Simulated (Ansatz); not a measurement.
Cu₂F₂⁺, relaxed as a quartet with UKS B3LYP-D4/def2-SVP in Ansatz, starting from the B3LYP-D4/def2-SVP geometry of the charge +1 doublet. Force threshold 0.02 eV/Å.

At B3LYP-D4/def2-SVP a doublet of charge 1 lies 2.61 eV below the quartet, each at its own geometry. Another isomer (doublet) lies 0.42 eV lower at PBE0-D4/def2-TZVP.

Start:

| atom | x (Å) | y (Å) | z (Å) |
| --- | --- | --- | --- |
| Cu1 | 1.353 | -0.353 | 0.415 |
| Cu2 | -1.352 | 0.353 | -0.416 |
| F3 | -0.349 | -1.193 | 0.121 |
| F4 | 0.348 | 1.193 | -0.121 |

(1) Estimate the energy that the relaxation releases and the steps that it takes.

(2) Does the start keep its bonding and symmetry?

(3) Predict the relaxed structure.

## Answers

(1) 0.3 kcal/mol, in 3 steps; 13 s on 4 threads of Arm Neoverse V2 on a shared host. No frequencies were taken in this run, so the end may be a saddle point.

(2) By distances, no bond broke or formed. The bond that changes most is Cu1–F4, from 1.92 to 1.90 Å (atoms count from 1). Point group D2h at the start, D2h at the end, both within 0.05 Å.

(3) 
Cartesian coordinates in Å:
```
Cu 1.341 -0.350 0.412
Cu -1.341 0.350 -0.412
F -0.344 -1.178 0.119
F 0.344 1.178 -0.119
```
Bond lengths (bridged metal pairs left out): 4 × Cu–F 1.90 Å.
